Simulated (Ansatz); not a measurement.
`O[BH][GaH2]` + SiH₄ → `[SiH3][BH][GaH2]` + H₂O  (formal exchange of groups at a B–O bond)

Program: Ansatz. Geometries: PBE0-D4/def2-TZVP. ΔE: electronic, gas phase. CCSD(T)/CBS adds triple-zeta CCSD(T) − MP2 to the extrapolated MP2 energy (def2 sets, frozen cores). This one scheme is used for every species. DFT in def2-TZVPP. B3LYP here is the variant with VWN-RPA as its local correlation; programs differ in this. For Ga outer-core shells are correlated without core-valence functions, which leaves a few kJ/mol of doubt a bond. Scalar relativity is left out up to krypton. Each species was taken in one conformer, which may not be the lowest.

| level | ΔE (kJ/mol) | difference from CCSD(T)/CBS |
| --- | --- | --- |
| B3LYP-D4 | 145.2 | 10.0 |
| CAM-B3LYP-D4 | 152.2 | 17.0 |
| B2PLYP | 150.2 | 15.0 |
| PBE-QIDH | 140.5 | 5.3 |
| PBE0 | 136.7 | 1.5 |
| B3LYP | 150.5 | 15.3 |
| r2SCANh | 139.6 | 4.4 |
| r2SCAN0 | 140.2 | 5.0 |
| CAM-B3LYP | 155.6 | 20.4 |
| HF/CBS(def2) | 155.7 | 20.5 |
| CCSD(T)/CBS | 135.2 | 0 |

What do rigid-rotor, harmonic-oscillator terms from PBE0-D4/def2-TZVP frequencies (298.15 K, 1 bar) make of the CCSD(T)/CBS value? (Estimate.)

Computed: ΔZPE = -2.3 kJ/mol, ΔH = +136.5 kJ/mol, ΔS = 24 J/(mol·K), ΔG = +129.3 kJ/mol.

Largest T1 diagnostic among the species: 0.015.

Leaving LDA and LC-ωPBE aside and taking each functional with its dispersion term where it has one, the values, not all of them listed here, spread over 21.4 kJ/mol, from revPBE-D4 to CAM-B3LYP-D4. LDA lies +4.9 kJ/mol from PBE without D4. At CCSD(T), def2-SVP lies +33.7 kJ/mol from the extrapolated value and def2-TZVPP +6.6 kJ/mol.
